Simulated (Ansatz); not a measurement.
Mulliken charges of `[Cl][Ti]([Cl])([Cl])[SeH]` from ωB97M-V/def2-TZVPP in Ansatz (PBE0-D4/def2-TZVP geometry).

| atom | x (Å) | y (Å) | z (Å) | charge (e) |
| --- | --- | --- | --- | --- |
| Cl1 | -1.016 | -1.258 | 1.599 | -0.144 |
| Ti2 | 0.259 | -0.455 | 0.035 | 0.385 |
| Cl3 | 2.353 | -0.858 | 0.383 | -0.133 |
| Cl4 | -0.418 | -1.185 | -1.895 | -0.144 |
| Se5 | 0.136 | 1.932 | 0.063 | -0.049 |
| H6 | -1.314 | 1.824 | -0.184 | 0.085 |

Question: By hand: the dipole of these point charges (1 e Å = 4.8032 D).

Answer: Σ q r = (-0.125, 0.351, -0.014) e Å, of length 0.373 e Å = 1.79 D.

Question: How does the dipole of the full density compare? (Best estimate.)

Answer: The calculation gave: (-0.082, 0.130, -0.011) e Å, 0.74 D; the point charges give 2.42 times that, at 13° from its direction.

Point charges leave out the atoms' own dipoles, such as those of lone pairs, and Mulliken's split depends on the basis, so the two needn't agree.
